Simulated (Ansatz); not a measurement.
Reaction (cleavage of the Si–Si bond): `N[SiH2]O[SiH2][SiH3]` + `COB(C)O` → `COB(C)O[SiH3]` + `N[SiH2]O[SiH3]`

Isolated molecules relaxed with PBE0-D4/def2-TZVP in Ansatz; ΔE leaves out vibrations. CCSD(T)/CBS adds triple-zeta CCSD(T) − MP2 to the extrapolated MP2 energy (def2 sets, frozen cores). Each species was taken in one conformer, which may not be the lowest.

`N[SiH2]O[SiH2][SiH3]`:

Z-matrix (Å, degrees):
```
Si
O 1 1.640
N 1 1.704 2 114.4
H 1 1.482 2 106.9 3 119.6
H 1 1.482 2 107.0 3 -119.5
Si 2 1.637 1 142.8 3 1.6
H 3 1.005 1 123.6 2 85.3
H 3 1.005 1 123.4 2 -86.2
Si 6 2.347 2 112.6 1 -1.4
H 6 1.489 2 109.0 1 -122.6
H 6 1.489 2 109.1 1 119.9
H 9 1.489 6 111.9 2 61.4
H 9 1.491 6 108.5 2 -179.7
H 9 1.489 6 111.9 2 -60.8
```

`COB(C)O`:

Cartesian coordinates in Å:
```
C 0.522 -0.743 -1.435
O 1.061 0.094 -0.439
B 0.316 0.525 0.624
C -1.183 0.128 0.861
O 0.944 1.344 1.516
H -0.212 -0.210 -2.047
H 0.042 -1.627 -1.006
H 1.341 -1.068 -2.078
H -1.285 -0.953 1.010
H -1.596 0.627 1.737
H -1.807 0.376 -0.003
H 1.857 1.507 1.260
```

`COB(C)O[SiH3]`:

Z-matrix (Å, degrees):
```
C
O 1 1.412
H 1 1.092 2 108.5
H 1 1.093 2 109.2 3 118.2
H 1 1.091 2 111.9 3 -120.9
B 2 1.355 1 123.0 3 129.6
O 6 1.374 2 119.1 1 -0.3
C 6 1.571 2 118.8 1 179.8
Si 7 1.644 6 132.7 2 -179.9
H 8 1.095 6 111.0 2 121.0
H 8 1.090 6 112.2 2 -0.1
H 8 1.095 6 111.0 2 -121.2
H 9 1.486 7 110.7 6 -60.2
H 9 1.482 7 107.2 6 -179.7
H 9 1.486 7 110.7 6 60.7
```

`N[SiH2]O[SiH3]`:

Z-matrix (Å, degrees):
```
Si
O 1 1.640
N 1 1.701 2 114.3
H 1 1.483 2 107.7 3 119.4
H 1 1.484 2 107.7 3 -119.4
Si 2 1.630 1 148.8 3 178.7
H 3 1.007 1 121.3 2 -75.2
H 3 1.007 1 121.3 2 75.3
H 6 1.484 2 108.5 1 -179.2
H 6 1.487 2 110.5 1 61.0
H 6 1.487 2 110.5 1 -59.4
```

| level | ΔE (kJ/mol) |
| --- | --- |
| SCS-MP2/def2-TZVPP | -103.0 |
| CCSD(T)/def2-TZVPP | -89.8 |

Q: What does CCSD(T)/CBS give? (Estimate.)

A: Computed: -89.8 kJ/mol. The listed levels differ from it by -13.2, 0.0 kJ/mol.

Largest T1 diagnostic among the species: 0.012.

In def2-TZVPP, CCSD(T) changes the Hartree–Fock value by +29.9 kJ/mol (the triples alone add +3.9 kJ/mol) and MP2 by +22.2 kJ/mol. From PBE to PBE0 (25 % exact exchange), in def2-TZVPP and without D4, ΔE moves by −8.4 kJ/mol.
